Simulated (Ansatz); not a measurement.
CH6AlFGeO (`C[O][GeH]([F])[AlH2]`). The species carries charge 0 and has multiplicity 1.

Cartesian coordinates in Å:
```
C -0.1909 1.6936 -1.2351
O 0.0701 0.9273 -0.0790
Ge -0.0531 -0.8440 -0.1392
F -1.7409 -1.2087 -0.4649
Al 0.5529 -1.5307 2.1845
H 0.3696 1.3265 -2.1047
H 0.1178 2.7229 -1.0379
H -1.2572 1.6911 -1.4842
H 0.6461 -1.3203 -1.4380
H 2.0404 -1.9834 2.4877
H -0.5549 -1.4745 3.3107
```

(1) List the harmonic frequencies (cm⁻¹, unscaled) at PBE0-D4/def2-TZVP in Ansatz. (Estimate.)

(2) Is this a minimum?

(3) Give the ideal-gas thermochemistry at 298.15 K and 1 bar (rigid rotor, harmonic oscillator; point group C1, symmetry number 1).

(4) And at 400, 500, 600, 800 and 1000 K?

(5) Rotational constants (cm⁻¹)?

## Answers

(1) Ansatz gave: 50, 67, 74, 98, 125, 227, 268, 333, 421, 554, 626, 660, 707, 739, 772, 1111, 1175, 1197, 1473, 1488, 1499, 1931, 1955, 2091, 3005, 3073, 3109.

(2) Yes, all 27 modes are real.

(3) Zero-point energy 172.4 kJ/mol; H(298) − E = 199.0 kJ/mol; entropy 403.9 J/(mol·K), of which translation 171.6, rotation 117.1, vibration 115.2; G(298) − E = 78.6 kJ/mol. Modes under 100 cm⁻¹ are hindered rotations or soft bends, so the harmonic entropy is rough.

(4) 
```csv
T (K),H − E (kJ/mol),S (J/mol/K),G − E (kJ/mol)
400,213.0,444.2,35.3
500,228.5,478.7,-10.9
600,245.4,509.5,-60.3
800,282.6,562.9,-167.7
1000,323.2,608.1,-284.9
```

(5) 0.1316, 0.05565, 0.04451.
